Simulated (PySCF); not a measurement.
Pt⁵⁶⁺ (platinum, charge +56) across methods

[Ar] 3d4, high-spin 5D determinant. Calculation: PySCF 2.14, in an even-tempered Gaussian basis (17 s from 15 bohr⁻², ratio 2.5; 13 p from 19 bohr⁻², ratio 2.5; 7 d from 19 bohr⁻², ratio 2.5; 4 f from 70 bohr⁻², ratio 2.7; 3 g from 100 bohr⁻², ratio 2.7); the spin-free X2C one-electron Hamiltonian (Gaussian nucleus).

| method | E (hartree) | mean ε 3p α (eV) | mean ε 3p β (eV) | mean ε 3d α (eV) | Σ⟨r²⟩ (bohr²) | ⟨S²⟩ |
| --- | --- | --- | --- | --- | --- | --- |
| PBE0 | -15427.44 | -6074.8 | -6042.3 | -5561.0 | 0.4482 | 6.000 |
| M06-L | -15427.37 | -6064.4 | -6032.5 | -5549.2 | 0.4478 | 6.000 |
| r2SCAN | -15427.87 | -6063.3 | -6031.8 | -5548.3 | 0.4481 | 6.000 |
| LDA | -15415.68 | -6048.4 | -6023.8 | -5539.7 | 0.4484 | 6.000 |
| r2SCAN0 | -15427.60 | -6084.0 | -6046.6 | -5566.4 | 0.4481 | 6.000 |
| PBE | -15427.66 | -6050.8 | -6026.0 | -5541.0 | 0.4482 | 6.000 |
| UHF | -15425.65313 | -6145.1 | -6088.7 | -5619.2 | 0.4481 | 6.000 |

Spin-orbit coupling is strong in this species (close to jj coupling), so the high-spin LS determinant is a model state, not a physical level.
